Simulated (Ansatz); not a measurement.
Si$_{4}$H$_{10}$Cl$_{2}$, singlet: at the start structure of a reaction step.

in.yaml

```yaml
crystal:
  periodic: [false, false, false]
  atoms:
    - {symbol: Si, position_ang: [0.184714, 0.800525, 0.332808]}
    - {symbol: Si, position_ang: [2.172832, -0.355931, -0.107743]}
    - {symbol: Si, position_ang: [-0.995803, 1.234975, -1.654285]}
    - {symbol: Si, position_ang: [-1.061172, -0.274432, 2.013016]}
    - {symbol: Cl, position_ang: [0.792096, 2.644537, 1.102643]}
    - {symbol: H, position_ang: [0.014447, -2.389671, -0.984385]}
    - {symbol: Cl, position_ang: [-1.267559, -2.315543, -0.975477]}
    - {symbol: H, position_ang: [2.955459, -0.552832, 1.140207]}
    - {symbol: H, position_ang: [1.872887, -1.708057, -0.671980]}
    - {symbol: H, position_ang: [2.998466, 0.374350, -1.104561]}
    - {symbol: H, position_ang: [-2.447977, 0.974858, -1.477464]}
    - {symbol: H, position_ang: [-0.478191, 0.387727, -2.760811]}
    - {symbol: H, position_ang: [-0.788017, 2.665046, -2.004146]}
    - {symbol: H, position_ang: [-0.880844, 0.491790, 3.274373]}
    - {symbol: H, position_ang: [-2.504186, -0.315762, 1.661209]}
    - {symbol: H, position_ang: [-0.567353, -1.661777, 2.216793]}
basis:
  gaussian: {orbitals: def2-TZVPP}
hamiltonian: {xc: lda}
```

Run by:

```bash
ansatz run in.yaml --threads 4 --pin off --events-out ev --progress --plain --max-ram 41984MiB --backend cuda --devices 0, --max-vram 37GiB
```

The run's output (Ansatz 0.2.0):

```
Functional definition: SPW92
  name "SPW92"
  cite "Dirac, Proc. Camb. Phil. Soc. 26, 376 (1930) doi:10.1017/S0305004100016108"
  cite "Slater, Phys. Rev. 81, 385 (1951) doi:10.1103/PhysRev.81.385"
  cite "Perdew & Wang, Phys. Rev. B 45, 13244 (1992) doi:10.1103/PhysRevB.45.13244"
  exchange = slater_x
  correlation = pw_c
2330 factors; their error is unknown
mean field evaluation 1: about -56509.2626 eV, gradient 2.8e1 eV
mean field evaluation 2: about -56510.4690 eV, gradient 2.5e1 eV
mean field evaluation 4: about -56512.2763 eV, gradient 3.6e0 eV
mean field evaluation 8: about -56512.3082 eV, gradient 7.0e-2 eV
mean field evaluation 16: about -56512.2287 eV, gradient 8.6e-5 eV
mean field -56512.22871709 eV, -2076.7860999886 hartree, gradient 8.6e-5 eV, S^2 0.000000; 0 other end points of the search recorded, 0 dependent functions left out
reference -56512.22877297 eV, -2076.7861020424 hartree; 50, 50 occupied and 342, 342 virtual orbitals, 2330 factors
Total energy: -56512.22877297 eV, -2076.7861020424 hartree
```

The run took 2.7 s on 4 CPU threads of an AMD EPYC 7R13 and a share of one NVIDIA H100 (shared host), with 0.89 GiB of host memory at its peak.
